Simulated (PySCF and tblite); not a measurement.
Results of a calculation; reference values are marked as such.
System: C4H3N3, numbered as in [N:1]#[C:2][c:3]1[cH:4][n:5][nH:6][cH:7]1.

For the shift of H on N6 from N6 to N5: electronic barrier 53.54 kcal/mol, zero-point change -4.27 kcal/mol, thermal and entropy terms at 400 K a further -0.04 kcal/mol (symmetry numbers apart). The minimum is Cs, the saddle Cs. The path came from a restrained scan, a climbing-image band and a saddle search at GFN2-xTB; energies are PBE0/pcSseg-1 + D3(BJ)//B3LYP-D3(BJ)/def2-SVP, thermal terms GFN2-xTB. Rate constants are transition-state-theory values, counting equivalent paths, without tunnelling. (PySCF 2.14 with density fitting, tblite 0.8.)

(1) How many equivalent paths lead out of the minimum?

(2) Work out the rate at 400 K.

Tunnelling of the moving H, left out here, will speed the real process. In real samples such hydrogens mostly exchange between molecules or through solvent, far faster than by this path.

Answers

(1) 2: the symmetry number of the minimum is 1, that of the saddle displaced along its mode 1, and the displaced saddle is chiral while the minimum is not, which doubles the count.

(2) ΔG‡ = 49.23 kcal/mol; k_B T/h = 8.3×10¹² s⁻¹; exp(−ΔG‡/RT) = 1.3×10⁻²⁷; times 2 gives k = 2.1×10⁻¹⁴ s⁻¹.
